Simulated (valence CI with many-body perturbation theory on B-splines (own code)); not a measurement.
Questions on As²⁰⁺

Calculated by configuration interaction combined with many-body perturbation theory (CI+MBPT): three valence electrons over a frozen Dirac-Fock core [Ne], radial functions for each j: 11 s, 11 p, 9 d, 7 f, 5 g, 2 h, 1 i, with the one-electron correlation potential Σ1, the two-electron term Σ2, the three-electron term Σ3, Breit, model QED; selected CI, second order for the rest (own B-spline code, finite nucleus).

No measured levels were compared; by estimate levels of excited configurations hold to 0.05 to 0.15 % of their energy, terms of the ground configuration to about 0.5 %.

Names give the largest LS component (configuration and term), which can be under half, so a name can repeat, a term be missing and a line seem to break the LS rules; names also repeat where a configuration has a term twice.

Rates and lifetimes use the calculated energies. Strong lines usually hold to 10 to 20 %, long lifetimes can be off by a factor of two.

What is the ground level?

3s2 3p 2P°_1/2, composition 98 % 3s2 3p 2P°, g = 0.663.

How well does LS coupling describe the low levels?

Among the lowest 20 levels the leading LS term, summed over configurations, holds 88 % on average. For single configurations the figures are 80 % in LS and 73 % in jj coupling. Terms mix most in the J = 1/2 level at 624570 cm⁻¹, where the leading one holds 53 %.

Among levels below 1712300 cm⁻¹, which E1 lines absorb most strongly from the ground level?

to 3s2 3d 2D_3/2 at 13.88 nm, f = 0.329; to 3s 3p2 2P_1/2 at 17.82 nm, f = 0.231; to 3s 3p2 2P_3/2 at 15.71 nm, f = 0.130.

Where does the other parity begin?

At 3s 3p2 4P_1/2, 351920 cm⁻¹.

How is the term 2P° of the ground level split?

J = 1/2 at 0, J = 3/2 at 63587 cm⁻¹.

What are the static dipole polarisabilities of the lowest levels?

3s2 3p 2P°_1/2 0.111; 3s2 3p 2P°_3/2 0.113 (tensor 0.011) bohr³, of which the core gives 0.00180.

Name the longest-lived excited levels whose lifetime is computed, and their main decay.

3s2 3p 2P°_3/2 at 63587 cm⁻¹ lives 431 μs, mostly by M1 to 3s2 3p 2P°_1/2. The lifetime of 3s 3p 3d 4F°_9/2 is too uncertain to give, and may be longer.
